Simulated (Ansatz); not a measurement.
A first, cheap relaxation of CH5NSSi, SMILES `N=C([SiH3])S`.

```yaml
crystal:
  periodic: [false, false, false]
  atoms:
    - {symbol: N, position_ang: [-0.139800, 0.878700, -1.621100]}
    - {symbol: C, position_ang: [-0.386700, 0.288400, -0.524400]}
    - {symbol: Si, position_ang: [1.022300, -0.305900, 0.506700]}
    - {symbol: S, position_ang: [-1.959800, 0.023000, -0.031600]}
    - {symbol: H, position_ang: [-1.107800, 1.144400, -2.046500]}
    - {symbol: H, position_ang: [1.915400, 0.825000, 0.999800]}
    - {symbol: H, position_ang: [1.937600, -1.290200, -0.193600]}
    - {symbol: H, position_ang: [0.590800, -0.985300, 1.734300]}
    - {symbol: H, position_ang: [-1.783400, -0.624400, 1.159300]}
basis:
  gaussian: {orbitals: def2-SVP}
hamiltonian: {xc: pbe, dispersion: d4}
relax: {f_tol: 0.03, max_steps: 200}
```

```sh
$ ansatz run in.yaml --threads 2 --pin off --events-out ev --progress --plain --max-ram 4352MiB
```

Output, abridged:

```
Functional definition: PBE
mean field -21300.38744147 eV, -782.7748005528 hartree, gradient 1.5e-5 eV, S^2 0.000000; 0 other end points of the search recorded, 0 dependent functions left out
relax step   1: F+E_penalty+E_count = -21300.60127249 eV  Δ(F+E_penalty+E_count) = +0.000e0 eV  max|allowed force component| = 3.120e0 eV/Å  Δτ_max = 0.0000 Å  (29 SCF iters, accepted)
mean field -21300.68736555 eV, -782.7858225595 hartree, gradient 8.6e-6 eV, S^2 0.000000; 0 other end points of the search recorded, 0 dependent functions left out
relax step   2: F+E_penalty+E_count = -21300.89978067 eV  Δ(F+E_penalty+E_count) = -2.985e-1 eV  max|allowed force component| = 1.737e0 eV/Å  Δτ_max = 0.0955 Å  (31 SCF iters, accepted)
mean field -21300.76228229 eV, -782.7885756990 hartree, gradient 9.1e-6 eV, S^2 0.000000; 0 other end points of the search recorded, 0 dependent functions left out
relax step   3: F+E_penalty+E_count = -21300.97208992 eV  Δ(F+E_penalty+E_count) = -7.231e-2 eV  max|allowed force component| = 1.120e0 eV/Å  Δτ_max = 0.0846 Å  (29 SCF iters, accepted)
mean field -21300.77897242 eV, -782.7891890499 hartree, gradient 2.5e-5 eV, S^2 0.000000; 0 other end points of the search recorded, 0 dependent functions left out
relax step   4: F+E_penalty+E_count = -21300.98935238 eV  Δ(F+E_penalty+E_count) = -1.726e-2 eV  max|allowed force component| = 4.385e-1 eV/Å  Δτ_max = 0.1072 Å  (29 SCF iters, accepted)
mean field -21300.80314434 eV, -782.7900773516 hartree, gradient 1.7e-5 eV, S^2 0.000000; 0 other end points of the search recorded, 0 dependent functions left out
relax step   5: F+E_penalty+E_count = -21301.01243867 eV  Δ(F+E_penalty+E_count) = -2.309e-2 eV  max|allowed force component| = 2.202e-1 eV/Å  Δτ_max = 0.0641 Å  (31 SCF iters, accepted)
mean field -21300.80545014 eV, -782.7901620883 hartree, gradient 1.9e-5 eV, S^2 0.000000; 0 other end points of the search recorded, 0 dependent functions left out
relax step   6: F+E_penalty+E_count = -21301.01526674 eV  Δ(F+E_penalty+E_count) = -2.828e-3 eV  max|allowed force component| = 6.884e-2 eV/Å  Δτ_max = 0.0186 Å  (30 SCF iters, accepted)
mean field -21300.80565497 eV, -782.7901696156 hartree, gradient 2.0e-5 eV, S^2 0.000000; 0 other end points of the search recorded, 0 dependent functions left out
relax step   7: F+E_penalty+E_count = -21301.01554847 eV  Δ(F+E_penalty+E_count) = -2.817e-4 eV  max|allowed force component| = 1.861e-2 eV/Å  Δτ_max = 0.0106 Å  (31 SCF iters, accepted)
mean field -21300.80565497 eV, -782.7901696156 hartree, gradient 2.1e-5 eV, S^2 0.000000; 1 other end points of the search recorded, 0 dependent functions left out
Total energy: -21301.01558113 eV, -782.7978842595 hartree
Atom 0 at    -0.111674     0.869833    -1.604819 Å, force    -0.002806     0.010370    -0.018609 eV/Å
Atom 1 at    -0.417180     0.275708    -0.510943 Å, force     0.009716    -0.007242     0.014974 eV/Å
Atom 2 at     1.071764    -0.314481     0.539326 Å, force    -0.010615    -0.000550     0.001460 eV/Å
Atom 3 at    -2.104141    -0.003392     0.059635 Å, force    -0.005668     0.001440    -0.003276 eV/Å
Atom 4 at    -0.937869     1.182827    -2.148888 Å, force     0.002538    -0.000308    -0.001696 eV/Å
Atom 5 at     1.884899     0.880265     0.943295 Å, force    -0.000773     0.000138    -0.000458 eV/Å
Atom 6 at     1.905787    -1.255087    -0.279513 Å, force    -0.001541     0.001302    -0.001810 eV/Å
Atom 7 at     0.582011    -1.024506     1.774309 Å, force     0.004324    -0.004315     0.006959 eV/Å
Atom 8 at    -1.784998    -0.657466     1.210498 Å, force     0.004823    -0.000834     0.002455 eV/Å
Dipole moment:    -0.145734    -0.124262     0.227835 e Å
```

It took 10 s on 2 threads of an AMD EPYC 7B13 on a shared host, with 0.16 GiB of host memory at the peak.
